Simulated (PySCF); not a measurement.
2-hydroxy-1,3,2-dioxaborolane (C₂H₅BO₃), SMILES OB1OCCO1. Atoms are numbered in the order given.

```xyz
11

O     -0.1167    -2.1148     0.0000
B     -0.0466    -0.7662     0.0000
O     -1.1603     0.0256     0.0000
C     -0.7379     1.3727     0.0000
C      0.8093     1.3185     0.0000
O      1.1306    -0.0583     0.0000
H      0.7587    -2.5131     0.0000
H     -1.1366     1.8873    -0.8898
H     -1.1366     1.8873     0.8898
H      1.2451     1.8012     0.8901
H      1.2451     1.8012    -0.8901
```

Coordinates come from a PBE0-D3(BJ)/def2-SVP optimisation. The geometry has at least one imaginary mode, so it is a saddle point at that level. The values are those of a single conformer.

All values below come from PySCF 2.14.0 with PBE0-D3(BJ)/def2-SVP.

Harmonic, unscaled wavenumbers; measured fundamentals usually lie a few per cent lower.

Estimate the vibrational spectrum. (The exact figures need the calculation; the answer reports its results.)


```
mode  ν (cm⁻¹)  IR (km/mol)  Raman (Å⁴/amu)  depolarisation  moving atoms (share of kinetic energy)
----  --------  -----------  --------------  --------------  --------------------------------------
1          88i          0.2             0.2            0.75                  H 45 %, O 30 %, C 25 %
2          181          7.4             0.0               –                  O 65 %, H 18 %, C 12 %
3          378         13.4             0.3            0.56           O 63 %, H 18 %, B 11 %, C 8 %
4          474         99.1             1.6            0.75                           H 89 %, O 8 %
5          617          0.4             2.6            0.41                  O 69 %, C 16 %, B 10 %
6          673         73.7             0.1            0.75                          B 77 %, O 19 %
7          740          7.4             4.7            0.75                   C 46 %, O 43 %, H 9 %
8          841          1.0             0.4            0.75                          H 87 %, C 10 %
9          888          2.8            10.8            0.08                          O 83 %, C 13 %
10         968         63.8             8.8            0.42                  C 48 %, H 41 %, O 10 %
11         978        102.6             1.0            0.28                  H 59 %, O 19 %, C 18 %
12        1135         28.3             0.5            0.75                  C 41 %, O 39 %, H 18 %
13        1157          0.0             0.0               –                          H 55 %, C 41 %
14        1162        154.4             2.2            0.72                          O 52 %, C 45 %
15        1239          0.0             7.5            0.75                                  H 96 %
16        1251          1.0            11.1            0.75                                  H 89 %
17        1286        113.8             0.7            0.70           H 48 %, B 25 %, C 19 %, O 8 %
18        1385         20.1             6.4            0.60                          H 70 %, C 25 %
19        1458        142.2             5.9            0.75           H 46 %, B 30 %, O 15 %, C 9 %
20        1509         91.4            10.1            0.55                          H 80 %, B 11 %
21        1517         48.9            11.3            0.70                          H 78 %, B 10 %
22        1563        500.9             2.0            0.73                  B 66 %, O 19 %, H 13 %
23        3060         31.5            32.9            0.73                                  H 95 %
24        3068         65.5           217.6            0.02                                  H 95 %
25        3105          0.1            80.3            0.75                          H 90 %, C 10 %
26        3125         49.9            90.8            0.75                          H 90 %, C 10 %
27        3935        114.8            72.1            0.26                                  H 94 %
```
